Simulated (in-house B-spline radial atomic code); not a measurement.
The numbers below are computed, except where a source is named.
## C6 from the polarisability at imaginary frequency: the lutetium ion Lu⁺

BHandHLYP linear response of the closed shell [Xe] 4f14 6s2, from an all-electron radial atomic-structure program (B-spline basis); scalar-relativistic (spin-free one-electron X2C), finite nucleus, no spin-orbit coupling; shells from n = 4 respond.

The dispersion coefficient of two like species is C6 = (3/π) ∫ α(iu)² du from 0 to ∞.

```
u (hartree)  α(iu) (bohr³)
          0          61.84
     0.0849          52.39
      0.198          32.12
      0.339          18.08
      0.566          9.621
      0.849          5.935
       1.27          3.736
       1.98            2.2
       2.83          1.393
       4.24         0.8054
       7.07         0.3895
       14.1         0.1372
```

Problem. Fit one oscillator, α(iu) = α(0)/(1 + u²/ω²), through u = 0.339 and estimate C6.

Solution. From α(0)/α(iu) − 1 = 61.84/18.08 − 1 = 2.4204, ω = u/√2.4204 = 0.2179 hartree (5.9 eV). London's formula gives C6 = (3/4) α(0)² ω = 0.75 × 61.84² × 0.2179 = 625 hartree·bohr⁶, and the oscillator holds f = α(0) ω² = 2.94 electrons, of a sum of oscillator strengths of 47.3.

Problem. How does that compare with the full integral?

Solution. The program's quadrature over all excitations gives C6 = 624.6, so the single oscillator is off by +0.1 %. At the last point the fit gives α = 0.0148 against 0.137: higher excitations, and deeper shells where there are any, keep the true curve higher at large u.
